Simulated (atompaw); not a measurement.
**How hard is this cadmium (Cd) PAW (atompaw) potential?**

* Element: cadmium
* Generator: atompaw 4.2.0.5
* Type: PAW
* Functional: PBEsol
* Relativity: scalar-relativistic
* Frozen core: [Ar] 3d10
* Valence charge: 20
* Reference configuration: 4s2 4p6 4d10 5s1.75 5p0 (charge +0.25)
* Partial waves: 4s (bound); 5s (bound); 4p (bound); 5p (bound, empty); 4d (bound); 4d channel at 0.65 Ry
* Local potential: ultrasoft scheme with l = 3 at -0.5 Ry, radius 1.65 bohr
* Core correction: smooth core density matched at 1.50 bohr
* Augmentation charge: besselshape compensation charge, radius 1.85 bohr; PAW radius 2.05 bohr; waves and projectors: bloechl

The pseudo-atom Hamiltonian at the reference potential is diagonalised in spherical Bessel functions j_l(qr) that vanish at 20 bohr, with q² up to the cutoff. All-electron valence levels (Ry): 4s -7.9296, 5s -0.5478, 4p -5.0696, 5p -0.1877, 4d -1.0143.

How do the lowest levels (Ry) of each channel move with the cutoff, and are there ghosts?

| cutoff (Ry) | s #1 | s #2 | s #3 | p #1 | p #2 | d #1 | d #2 | f #1 | f #2 | Σ f·Δε (mRy) |
| --- | --- | --- | --- | --- | --- | --- | --- | --- | --- | --- |
| 8 | -5.9555 | -0.4159 | -0.0335 | -2.8995 | -0.0951 | -0.0503 | 0.0378 | 0.0751 | 0.1940 | 26839.7 |
| 15 | -7.3781 | -0.5110 | -0.0431 | -4.3488 | -0.1433 | -0.4428 | 0.0221 | 0.0751 | 0.1940 | 11207.2 |
| 30 | -7.9002 | -0.5454 | -0.0464 | -5.0042 | -0.1809 | -0.9362 | 0.0188 | 0.0751 | 0.1940 | 1236.3 |
| 45 | -7.9278 | -0.5477 | -0.0467 | -5.0647 | -0.1872 | -1.0075 | 0.0185 | 0.0751 | 0.1940 | 100.4 |
| 70 | -7.9295 | -0.5478 | -0.0467 | -5.0695 | -0.1877 | -1.0141 | 0.0184 | 0.0751 | 0.1940 | 2.5 |
| 100 | -7.9295 | -0.5478 | -0.0467 | -5.0697 | -0.1877 | -1.0143 | 0.0184 | 0.0751 | 0.1940 | 0.0 |
| 400 | -7.9295 | -0.5478 | -0.0467 | -5.0697 | -0.1877 | -1.0143 | 0.0184 | 0.0751 | 0.1940 | 0.0 |

Result: no extra level below or beside the all-electron valence levels (s, p, d, f tested); 10 mRy is reached at 60 Ry and 1 mRy at 80 Ry.
